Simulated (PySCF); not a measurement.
Ge(F)2(Me)2 (C2H6F2Ge), SMILES [F][Ge]([CH3])([F])[CH3]. Atoms are numbered in the order given.

```xyz
11

C      1.6787     0.0000     0.9814
Ge     0.0000     0.0000     0.0133
C     -1.6787     0.0000     0.9814
F      0.0000    -1.3727    -1.0663
F      0.0000     1.3727    -1.0663
H      1.7484     0.8961     1.6154
H      2.5127     0.0000     0.2651
H      1.7484    -0.8961     1.6154
H     -2.5127     0.0000     0.2651
H     -1.7484     0.8961     1.6154
H     -1.7484    -0.8961     1.6154
```
Charge 0, spin multiplicity 1.

The structure is a stationary point at B3LYP-D3(BJ)/def2-SVP.

Two levels are set side by side: PBE/pcSseg-1 (PySCF) and B3LYP/pcSseg-1 (PySCF). GIAO shifts against CFCl3 (¹⁹F), GeH4 (⁷³Ge), TMS (¹H), TMS (¹³C) at the same level; non-relativistic, no solvent, atoms listed together averaged. Differences are taken from unrounded values.

| quantity | B3LYP |
|---|---|
| δ(¹³C) of C1, C3 (ppm) | 4.2 |
| δ(⁷³Ge) of Ge2 (ppm) | 463.5 |
| δ(¹⁹F) of F4, F5 (ppm) | -164.4 |

### Question
What does PBE give, and how far is it from B3LYP? (An estimate is asked for; the answer gives what the named calculation found.)

### Answer

| quantity | PBE | PBE minus B3LYP |
|---|---|---|
| δ(¹³C) of C1, C3 (ppm) | 4.9 | 0.7 |
| δ(⁷³Ge) of Ge2 (ppm) | 493.1 | 29.6 |
| δ(¹⁹F) of F4, F5 (ppm) | -171.7 | -7.3 |

Rough cost on one machine, each run with all the roots and properties that it gave: B3LYP against PBE within a factor of 2.
